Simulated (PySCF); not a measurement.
## A small calculation by hand: dipole moment from atomic charges

CH5BSe, SMILES B(C)[SeH]. Atoms are numbered in the order given.

```xyz
8

B     -0.6688     0.9954     0.0000
H     -1.8730     1.0856     0.0000
C      0.2542     2.2555     0.0000
H      0.0127     2.8809    -0.8775
H      0.0127     2.8809     0.8775
H      1.3353     2.0555     0.0000
Se     0.1026    -0.7615     0.0000
H     -1.1568    -1.5213     0.0000
```

The structure is a stationary point at PBE0-D3(BJ)/def2-SVP. Other conformers were not sampled.

Charges (e) from PBE/def2-TZVPD (PySCF):

```csv
atom,IAO,ESP fit
B1,-0.072,0.236
H2,0.020,-0.097
C3,-0.575,-0.517
H4,0.175,0.141
H5,0.175,0.141
H6,0.149,0.166
Se7,0.064,-0.190
H8,0.065,0.119
```

The dipole moment of the full density is 0.37 D.

Task: What dipole moment does each set of point charges give, and which comes closer to that of the density?

Result: 
μ = Σ q r, and 1 e Å = 4.8032 D.
IAO: Σ q r = (-0.001, -0.180, 0.000) e Å, |μ| = 0.86 D.
ESP fit: Σ q r = (-0.039, 0.081, 0.000) e Å, |μ| = 0.43 D.
ESP fit comes closer in size. Point charges leave out the atoms' own dipoles (lone pairs, polarised bonds); fits to the potential absorb them, partitions of the density don't.
